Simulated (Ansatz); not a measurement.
`[GeH3][Br]` and `CBr` differ in one element.

Ansatz, PBE0-D4/def2-TZVP geometries, multiplicity 1. 

Outer-core shells of Br, Ge are correlated without core-valence functions. Scalar relativity is left out up to krypton. Spin–orbit coupling is left out.

```
                                            property  `[GeH3][Br]`
                 HOMO–LUMO gap (PBE/def2-TZVPP) / eV          5.46
               HOMO energy (ωB97M-V/def2-TZVPP) / eV        -10.47
      size of the dipole moment (PBE/def2-TZVPP) / D          1.78
                   HOMO energy (PBE/def2-TZVPP) / eV         -6.99
                  LUMO energy (PBE0/def2-TZVPP) / eV         -0.63
vertical ionisation energy (CCSD(T)/def2-TZVPP) / eV         10.70
```

(1) Give the same properties after the change, and the shifts. (Estimate.)

## Answers

(1) Computed: 
```json
{"property": "HOMO–LUMO gap (PBE/def2-TZVPP) / eV", "`CBr`": "5.67", "shift": "0.21"}
{"property": "HOMO energy (ωB97M-V/def2-TZVPP) / eV", "`CBr`": "-10.20", "shift": "0.27"}
{"property": "size of the dipole moment (PBE/def2-TZVPP) / D", "`CBr`": "1.83", "shift": "0.05"}
{"property": "HOMO energy (PBE/def2-TZVPP) / eV", "`CBr`": "-6.63", "shift": "0.36"}
{"property": "LUMO energy (PBE0/def2-TZVPP) / eV", "`CBr`": "0.07", "shift": "0.70"}
{"property": "vertical ionisation energy (CCSD(T)/def2-TZVPP) / eV", "`CBr`": "10.58", "shift": "-0.12"}
```

With PBE0 the HOMO rises by 0.32 eV and the LUMO rises by 0.70 eV, so the gap widens by about 0.38 eV. PBE moves the HOMO by 0.36 eV and ωB97M-V by 0.27 eV. Dipoles are sizes alone; their direction can turn.
